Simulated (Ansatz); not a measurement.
Input file for `[OH][InH2]`:

```yaml
crystal:
  periodic: [false, false, false]
  atoms:
    - {symbol: O, position_ang: [0.829282, -0.830845, 0.776579]}
    - {symbol: In, position_ang: [-0.169392, 0.504190, -0.312407]}
    - {symbol: H, position_ang: [0.380686, -1.675833, 0.849399]}
    - {symbol: H, position_ang: [-1.661634, -0.055662, -0.945431]}
    - {symbol: H, position_ang: [0.670957, 1.984449, -0.409440]}
basis:
  gaussian: {orbitals: def2-QZVPP}
correlation: {method: ccsd_t}
```

```sh
$ ansatz run in.yaml --threads 2 --pin off --events-out ev --progress --plain --max-ram 32768MiB --backend cuda --devices 0, --max-vram 18GiB
```

Output of Ansatz, abridged:

```
Functional definition: HF
1413 factors; integrals over basis functions are off by at most 8.4e-4 eV
mean field evaluation 1: about -7230.4830 eV, gradient 4.4e1 eV
mean field evaluation 2: about -7230.4838 eV, gradient 4.4e1 eV
mean field evaluation 4: about -7234.0973 eV, gradient 2.4e0 eV
mean field evaluation 8: about -7234.1247 eV, gradient 1.6e-1 eV
mean field evaluation 16: about -7234.1225 eV, gradient 5.4e-1 eV
mean field -7234.12480743 eV, -265.8491832073 hartree, gradient 5.4e-6 eV, S^2 0.000000; 0 other end points of the search recorded, 0 dependent functions left out
5 core orbitals not correlated: weight in the atoms' cores, before any rotation towards them, 1.000 or more for the frozen orbitals, at most 0.000 for the correlated occupied ones
reference -7234.12480743 eV, -265.8491832073 hartree; 11, 11 occupied and 213, 213 virtual orbitals, 1413 factors
second order -20.50891231 eV of doubles, -0.00000000 eV of singles
cycle   1  -19.41468568 eV  change     1.1e0 eV  update   1.1e-1
cycle   2  -19.86023996 eV  change   -4.5e-1 eV  update   3.5e-2
cycle   3  -19.97982168 eV  change   -1.2e-1 eV  update   2.1e-2
cycle   4  -19.96062001 eV  change    1.9e-2 eV  update   6.5e-3
cycle   5  -19.95180745 eV  change    8.8e-3 eV  update   3.1e-3
cycle   6  -19.95400510 eV  change   -2.2e-3 eV  update   1.2e-3
cycle   7  -19.95483872 eV  change   -8.3e-4 eV  update   5.0e-4
cycle   8  -19.95449220 eV  change    3.5e-4 eV  update   1.7e-4
cycle   9  -19.95446020 eV  change    3.2e-5 eV  update   6.1e-5
cycle  10  -19.95455437 eV  change   -9.4e-5 eV  update   2.5e-5
cycle  11  -19.95451066 eV  change    4.4e-5 eV  update   9.5e-6
cycle  12  -19.95451571 eV  change   -5.0e-6 eV  update   4.0e-6
perturbative correction -0.62111060 eV, -0.0228253937 hartree
Total energy: -7254.70043374 eV, -266.6053235275 hartree
```

Run time 5 s (2 threads of an AMD EPYC 7R13 on a shared host and a share of an NVIDIA H100 80 GB); peak host memory 0.78 GiB.

MP2 recovers 99.7 % of the CCSD(T) correlation energy and the triples give 3.0 %; T1 = 0.0161.
